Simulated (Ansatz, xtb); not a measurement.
# Two isomers of C5H7NS

Structure X: `N#CC1(S)CCC1`, a singlet. Structure Y: `N#C[C@@H]1CC[C@H]1S`, a singlet. Both are isolated molecules in the gas phase, relaxed with PBE-D3(BJ)/def2-SVP; the shapes shown needn't be the lowest conformers.

X (Å):

```xyz
14

C    -1.2030   -1.9643   -0.7821
C    -0.8566   -0.8159    0.0499
C    -0.4798    0.4496   -0.7939
C     1.0135    0.0713   -0.6354
C     0.6279   -0.8529    0.5464
N    -1.4861   -2.8709   -1.4705
S    -2.0714   -0.6457    1.4241
H    -3.1805   -0.5925    0.6328
H    -0.9094    0.5108   -1.8121
H    -0.7511    1.3576   -0.2219
H     1.7215    0.8940   -0.4189
H     1.3922   -0.5037   -1.5029
H     1.0960   -1.8520    0.6234
H     0.7056   -0.3369    1.5241
```

Y (Å):

```
atom    x (Å)    y (Å)    z (Å)
   C   1.4948  -1.5206  -0.5043
   C   0.2248  -0.8565  -0.7475
   C   0.1443   0.7011  -0.7129
   C  -1.2319   0.5723  -0.0125
   C  -0.8513  -0.8715   0.3928
   N   2.5152  -2.0463  -0.2646
   S  -2.2019  -2.0875   0.3502
   H  -0.2301  -1.2545  -1.6786
   H   0.1875   1.2179  -1.6902
   H   0.9175   1.1267  -0.0445
   H  -2.0623   0.5720  -0.7480
   H  -1.4773   1.2764   0.8045
   H  -0.3552  -0.8883   1.3831
   H  -1.4909  -3.1273   0.8714
```

Quicker runs give these differences E(Y) − E(X): GFN2-xTB −0.033 eV; HF/STO-3G −0.066 eV (at GFN2-xTB geometries); r2SCAN-D4/def2-SVP −0.107 eV (at GFN2-xTB geometries).

Estimate E(Y) − E(X) at the level CCSD(T)/def2-SVP + ΔMP2/def2-TZVPP.

Calculated at CCSD(T)/def2-SVP + ΔMP2/def2-TZVPP: E(Y) − E(X) = −0.111 eV, so structure Y lies lower.

The same difference at several levels:

| level | geometry | E(Y) − E(X) (eV) | departure from the last row (eV) | job, with rough time for the two |
| --- | --- | --- | --- | --- |
| GFN2-xTB | GFN2-xTB | −0.033 | +0.079 | optimisation, 0.36 s |
| HF/STO-3G | GFN2-xTB | −0.066 | +0.045 | single point, 0.74 s |
| r2SCAN-D4/def2-SVP | GFN2-xTB | −0.107 | +0.005 | single point, 7.8 s |
| PBE-D3(BJ)/def2-SVP | PBE-D3(BJ)/def2-SVP | −0.112 | −0.001 | optimisation, 56 s |
| HF/def2-SVP | PBE-D3(BJ)/def2-SVP | −0.165 | −0.054 | part of the CCSD(T) run |
| MP2/def2-SVP | PBE-D3(BJ)/def2-SVP | −0.067 | +0.044 | part of the CCSD(T) run |
| CCSD(T)/def2-SVP | PBE-D3(BJ)/def2-SVP | −0.076 | +0.035 | single point |
| CCSD(T)/def2-SVP + ΔMP2/def2-TZVPP | PBE-D3(BJ)/def2-SVP | −0.111 |  | single point, 1.9 min |

As drawn, both hold the same kinds of bond in the same numbers.

None of the levels shown reverses the order. The largest departure from CCSD(T)/def2-SVP + ΔMP2/def2-TZVPP is that of GFN2-xTB, 0.079 eV. The last row adds to CCSD(T) the change of the MP2 difference between the two basis sets, here −0.035 eV.

With thermal terms from frequencies at re-optimised GFN2-xTB minima (ideal gas, soft modes damped towards free rotors, one conformer each, 298.15 K, 1 atm): the zero-point term adds +0.007 eV; ΔH is −0.109 and ΔG −0.102 eV.

The correlated steps freeze 11 core orbitals. Mirror images aren't counted in ΔG. Codes used: Ansatz 0.2.0, xtb 6.7.1; the last row on 2 threads of Arm Neoverse V2 on a shared host.
